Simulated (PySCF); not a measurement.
C2H7NOSi.
Structure used (PBE0-D3(BJ)/def2-SVP), in Å, numbered top down from 1:
```
atom  x, y, z in Å
C1     2.0759    0.8670    0.2680
C2     1.7364   -0.3010    0.8237
O3     0.5295   -0.8905    0.8124
Si4   -0.8605   -0.4046   -0.0208
N5    -1.5786    1.0664    0.4877
H6     3.1041    1.2211    0.3496
H7     1.3654    1.4920   -0.2787
H8     2.4772   -0.8987    1.3683
H9    -0.4984   -0.2618   -1.4587
H10   -1.8001   -1.5176    0.2574
H11   -1.2103    1.9634    0.1952
H12   -2.0425    1.1346    1.3861
```

The closed-shell ground state was solved at several levels (PySCF, density fitting, gas phase, non-relativistic).

```json
{"level": "PBE0/pcSseg-1", "basis functions": "127", "HOMO (eV)": "-6.80", "LUMO (eV)": "0.47", "gap (eV)": "7.27", "dipole (D)": "1.55"}
{"level": "wB97X-D/pcSseg-2", "basis functions": "285", "HOMO (eV)": "-8.70", "LUMO (eV)": "1.83", "gap (eV)": "10.53", "dipole (D)": "1.43"}
```

Problem. Estimate the row for CAM-B3LYP/def2-SVPD, a basis of 163 functions; the other rows only guide the guess.

Solution. HOMO -8.21 eV, LUMO 1.00 eV, gap 9.21 eV, dipole 1.41 D.

Problem. Over all these levels, which gives the widest orbital gap and which the narrowest?

Solution. wB97X-D/pcSseg-2 (range-separated hybrid) has the widest, 10.53 eV, and PBE0/pcSseg-1 (global hybrid, 25 % exact exchange) the narrowest, 7.27 eV. Functional and basis both differ between the two, so the spread mixes both effects.

Problem. How far do the dipole and the HOMO energy spread over the levels?

Solution. The dipole runs from 1.41 to 1.55 D (mean 1.46 D) and the HOMO from -8.70 to -6.80 eV.

One conformer stands for the species.
